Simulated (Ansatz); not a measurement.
C$_{2}$H$_{6}$OZn, singlet, geometry from GFN2-xTB (such geometries of metal compounds can be far from the true shape); REVPBE/cc-pVDZ in Ansatz (an electronic-structure program).

Input for Ansatz:
Ansatz 0.2 input:
```yaml
crystal:
  periodic: [false, false, false]
  atoms:
    - {symbol: Zn, position_ang: [0.51336456, 0.04268395, 0.35947764]}
    - {symbol: C, position_ang: [-0.18985124, -1.05497978, -1.17737509]}
    - {symbol: C, position_ang: [-1.57289452, -0.53229609, -1.54371968]}
    - {symbol: H, position_ang: [-0.25714403, -2.10520493, -0.90394124]}
    - {symbol: H, position_ang: [0.46664509, -0.98835194, -2.04136197]}
    - {symbol: H, position_ang: [-1.53274000, 0.50864029, -1.85911762]}
    - {symbol: H, position_ang: [-2.26093044, -0.60806788, -0.70373102]}
    - {symbol: H, position_ang: [-1.98257239, -1.11857733, -2.36859514]}
    - {symbol: O, position_ang: [0.03734617, 1.34267470, 1.41084832]}
    - {symbol: H, position_ang: [0.44351018, 1.81330083, 2.13219997]}
basis:
  gaussian:
    orbitals: cc-pVDZ
hamiltonian:
  xc: revpbe
```

The log (banner, timings and long lists left out):

```
Functional definition: revPBE
1335 factors; their error is unknown
mean field evaluation 1: about -52616.0750 eV, gradient 1.0e2 eV
mean field evaluation 2: about -52488.6088 eV, gradient 2.5e2 eV
mean field evaluation 4: about -52634.0348 eV, gradient 2.7e1 eV
mean field evaluation 8: about -52635.4362 eV, gradient 4.5e-1 eV
mean field evaluation 16: about -52635.4066 eV, gradient 8.2e-5 eV
mean field -52635.40661373 eV, -1934.3155154947 hartree, gradient 8.2e-5 eV, S^2 0.000000; 0 other end points of the search recorded, 0 dependent functions left out
reference -52635.40667376 eV, -1934.3155177007 hartree; 28, 28 occupied and 87, 87 virtual orbitals, 1335 factors
Total energy: -52635.40667376 eV, -1934.3155177007 hartree
```
